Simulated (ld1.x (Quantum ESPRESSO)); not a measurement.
**Debugging a pseudopotential input (tin (Sn), ld1.x (Quantum ESPRESSO) 7.5)**

Command:

```bash
ld1.x < Sn.in > Sn.out
```

Input:

```
&input
   title='Sn', zed=50., rel=1, dft='PBESOL', iswitch=3, isic=1,
   config='[Kr] 4d10 5s2 5p2',
   nld=2, rlderiv=2.00, eminld=-3.0, emaxld=5.0, deld=0.02
 /
 &inputp
   pseudotype=2, tm=.true., lloc=1,
   nlcc=.false.,
   file_pseudopw='Sn.UPF', file_wfcaegen='ae.wfc', file_wfcncgen='nc.wfc', file_beta='beta', file_chi='chi'
 /
2
5S  1  0   2.00   0.00  1.85  1.85  0.0
5P  2  1   2.00   0.00  1.80  1.80  0.0
 &test
   configts(1)='5s2 5p2'
 /
```

Output:

```
Program LD1 v.7.5

 %%%%%%%%%%%%%%%%%%%%%%%%%%%%%%%%%%%%%%%%%%%%%%%%%%%%%%%%%%%%%%%%%%%%%%%%%%%%%%
     Error in routine ld1_readin (1):
     SIC available with all-electron only
 %%%%%%%%%%%%%%%%%%%%%%%%%%%%%%%%%%%%%%%%%%%%%%%%%%%%%%%%%%%%%%%%%%%%%%%%%%%%%%

     stopping ...
```

**Question.** This input was made by a single change from one that runs to its end. What was changed?

**Answer.** The change: self-interaction correction asked for in a generation. The program refuses the input: "ld1_readin: SIC available with all-electron only".
